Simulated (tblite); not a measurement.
Parent: `[CH3:1][O:2][Si@@H:3]([Cl:4])[SiH2:5][CH2:6][Cl:7]` with C1–O2–Si3–Cl4 51°, O2–Si3–Si5–C6 -174°, Si3–Si5–C6–Cl7 -57°, C2H8Cl2OSi2.

The geometries are computed with GFN2-xTB (gas phase). One conformer each, not checked by frequencies here.

```
coordinate of the parent    value
                   C1–O2  1.400 Å
                  O2–Si3  1.621 Å
                 Si3–Cl4  2.038 Å
                 Si3–Si5  2.302 Å
                  Si5–C6  1.916 Å
                  C6–Cl7  1.785 Å
               C1–O2–Si3   129.8°
              O2–Si3–Cl4   109.0°
              O2–Si3–Si5    98.6°
             Cl4–Si3–Si5   114.5°
              Si3–Si5–C6   107.8°
              Si5–C6–Cl7   107.6°
```

How does the shared frame change in `[CH3:1][O:2][Si@@H:3]([Cl:4])[SiH2:5][CH:6]([Cl:7])[Cl:8]` with C1–O2–Si3–Cl4 51°, O2–Si3–Si5–C6 -178°, Si3–Si5–C6–Cl7 -177°, C2H7Cl3OSi2? Atoms pair as C1 = C1, O2 = O2, Si3 = Si3, Cl4 = Cl4, Si5 = Si5, C6 = C6, Cl7 = Cl8 (parent first).

| parent | relative | value in the relative | change |
| --- | --- | --- | --- |
| C1–O2 | C1–O2 | 1.402 Å | +0.002 |
| O2–Si3 | O2–Si3 | 1.619 Å | -0.002 |
| Si3–Cl4 | Si3–Cl4 | 2.033 Å | -0.005 |
| Si3–Si5 | Si3–Si5 | 2.304 Å | +0.002 |
| Si5–C6 | Si5–C6 | 1.930 Å | +0.014 |
| C6–Cl7 | C6–Cl8 | 1.779 Å | -0.006 |
| C1–O2–Si3 | C1–O2–Si3 | 130.6° | +0.8 |
| O2–Si3–Cl4 | O2–Si3–Cl4 | 109.2° | +0.2 |
| O2–Si3–Si5 | O2–Si3–Si5 | 97.6° | -1.0 |
| Cl4–Si3–Si5 | Cl4–Si3–Si5 | 115.0° | +0.5 |
| Si3–Si5–C6 | Si3–Si5–C6 | 108.1° | +0.3 |
| Si5–C6–Cl7 | Si5–C6–Cl8 | 108.0° | +0.4 |

Of the parent's bonds, Si5–C6 changes most (+0.014 Å). Bonds of the relative outside the shared frame: C6–Cl7 1.771 Å. Point group C1 → C1.

How does the shared frame change in `[CH3:1][CH2:2][C@@H:3]([Cl:4])[SiH2:5][Si@H:6]([Cl:7])[O:8][CH3:9]` with C1–C2–C3–Cl4 65°, C2–C3–Si5–Si6 -179°, C3–Si5–Si6–Cl7 -63°, Si5–Si6–O8–C9 169°, C4H12Cl2OSi2? Atoms pair as C1 = C9, O2 = O8, Si3 = Si6, Cl4 = Cl7, Si5 = Si5, C6 = C3, Cl7 = Cl4 (parent first).

| parent | relative | value in the relative | change |
| --- | --- | --- | --- |
| C1–O2 | C9–O8 | 1.400 Å | 0.000 |
| O2–Si3 | O8–Si6 | 1.621 Å | 0.000 |
| Si3–Cl4 | Si6–Cl7 | 2.038 Å | 0.000 |
| Si3–Si5 | Si6–Si5 | 2.298 Å | -0.004 |
| Si5–C6 | Si5–C3 | 1.916 Å | 0.000 |
| C6–Cl7 | C3–Cl4 | 1.798 Å | +0.013 |
| C1–O2–Si3 | C9–O8–Si6 | 129.6° | -0.2 |
| O2–Si3–Cl4 | O8–Si6–Cl7 | 108.8° | -0.2 |
| O2–Si3–Si5 | O8–Si6–Si5 | 97.9° | -0.7 |
| Cl4–Si3–Si5 | Cl7–Si6–Si5 | 114.4° | -0.1 |
| Si3–Si5–C6 | Si6–Si5–C3 | 108.8° | +1.0 |
| Si5–C6–Cl7 | Si5–C3–Cl4 | 104.2° | -3.4 |

Of the parent's bonds, C6–Cl7 changes most (+0.013 Å). Bonds of the relative outside the shared frame: C1–C2 1.524, C2–C3 1.516 Å. Point group C1 → C1.

How does the shared frame change in `[CH:1]#[C:2][C@@H:3]([Cl:4])[SiH2:5][Si@H:6]([Cl:7])[O:8][CH3:9]` with C2–C3–Si5–Si6 -174°, C3–Si5–Si6–Cl7 -67°, Si5–Si6–O8–C9 171°, C4H8Cl2OSi2? Atoms pair as C1 = C9, O2 = O8, Si3 = Si6, Cl4 = Cl7, Si5 = Si5, C6 = C3, Cl7 = Cl4 (parent first).

```tsv
parent	relative	value in the relative	change
C1–O2	C9–O8	1.400 Å	0.000
O2–Si3	O8–Si6	1.621 Å	0.000
Si3–Cl4	Si6–Cl7	2.037 Å	-0.001
Si3–Si5	Si6–Si5	2.302 Å	0.000
Si5–C6	Si5–C3	1.928 Å	+0.012
C6–Cl7	C3–Cl4	1.814 Å	+0.029
C1–O2–Si3	C9–O8–Si6	129.8°	0.0
O2–Si3–Cl4	O8–Si6–Cl7	108.8°	-0.2
O2–Si3–Si5	O8–Si6–Si5	97.9°	-0.7
Cl4–Si3–Si5	Cl7–Si6–Si5	114.7°	+0.2
Si3–Si5–C6	Si6–Si5–C3	108.0°	+0.2
Si5–C6–Cl7	Si5–C3–Cl4	105.4°	-2.2
```

Of the parent's bonds, C6–Cl7 changes most (+0.029 Å). Bonds of the relative outside the shared frame: C1≡C2 1.198, C2–C3 1.429 Å. Point group C1 → C1.

How does the shared frame change in `[CH3:1][C:2]#[C:3][C@@H:4]([Cl:5])[SiH2:6][Si@H:7]([Cl:8])[O:9][CH3:10]` with C3–C4–Si6–Si7 178°, C4–Si6–Si7–Cl8 -171°, Si6–Si7–O9–C10 47°, C5H10Cl2OSi2? Atoms pair as C1 = C10, O2 = O9, Si3 = Si7, Cl4 = Cl8, Si5 = Si6, C6 = C4, Cl7 = Cl5 (parent first).

```tsv
parent	relative	value in the relative	change
C1–O2	C10–O9	1.398 Å	-0.002
O2–Si3	O9–Si7	1.616 Å	-0.005
Si3–Cl4	Si7–Cl8	2.040 Å	+0.002
Si3–Si5	Si7–Si6	2.316 Å	+0.014
Si5–C6	Si6–C4	1.927 Å	+0.011
C6–Cl7	C4–Cl5	1.818 Å	+0.033
C1–O2–Si3	C10–O9–Si7	132.1°	+2.3
O2–Si3–Cl4	O9–Si7–Cl8	108.9°	-0.1
O2–Si3–Si5	O9–Si7–Si6	115.7°	+17.1
Cl4–Si3–Si5	Cl8–Si7–Si6	105.3°	-9.2
Si3–Si5–C6	Si7–Si6–C4	110.5°	+2.7
Si5–C6–Cl7	Si6–C4–Cl5	105.7°	-1.9
```

Of the parent's bonds, C6–Cl7 changes most (+0.033 Å). Bonds of the relative outside the shared frame: C1–C2 1.445, C2≡C3 1.201, C3–C4 1.431 Å. Point group C1 → C1.
